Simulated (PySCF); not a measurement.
C₅H₄F₂O, SMILES [C@@H]1(C#C)COC1(F)F.

The structure is a stationary point at B3LYP-D3(BJ)/def2-SVP. The structure was generated by enumeration; whether it is a known compound was not checked.

Computed with TDA-ωB97X/def2-SVPD run with PySCF.

Vertical excitations. The molecule is in vacuum.

Computed lowest excited states:
| state | energy (eV) | λ (nm) | f | main pairs |
|---|---|---|---|---|
| S1 | 6.44 | 193 | 0.000 | HOMO−1→LUMO+1 39 %, HOMO−1→LUMO 29 %, HOMO→LUMO 10 % |
| S2 | 6.75 | 184 | 0.004 | HOMO→LUMO 28 %, HOMO−1→LUMO+1 23 %, HOMO−1→LUMO+2 14 %, HOMO→LUMO+1 12 % |
| S3 | 6.81 | 182 | 0.001 | HOMO→LUMO+2 26 %, HOMO→LUMO+1 26 %, HOMO−1→LUMO 11 %, HOMO→LUMO 6 % |
| S4 | 8.38 | 148 | 0.064 | HOMO−1→LUMO+2 41 %, HOMO−1→LUMO 20 %, HOMO−1→LUMO+1 16 %, HOMO→LUMO+2 7 % |
| S5 | 8.41 | 147 | 0.075 | HOMO→LUMO+2 44 %, HOMO→LUMO 18 %, HOMO→LUMO+1 16 %, HOMO−1→LUMO+2 8 % |
| S6 | 8.90 | 139 | 0.003 | HOMO−2→LUMO+1 37 %, HOMO−2→LUMO+3 25 %, HOMO−2→LUMO+2 15 %, HOMO−2→LUMO+7 7 % |
| T1 | 5.34 | 232 | 0 | HOMO→LUMO+1 31 %, HOMO→LUMO 17 %, HOMO−1→LUMO 12 %, HOMO−1→LUMO+2 12 % |
| T2 | 5.90 | 210 | 0 | HOMO−1→LUMO 34 %, HOMO→LUMO+1 17 %, HOMO−1→LUMO+1 16 %, HOMO→LUMO+2 7 % |
Triplets are in the Tamm–Dancoff approximation.
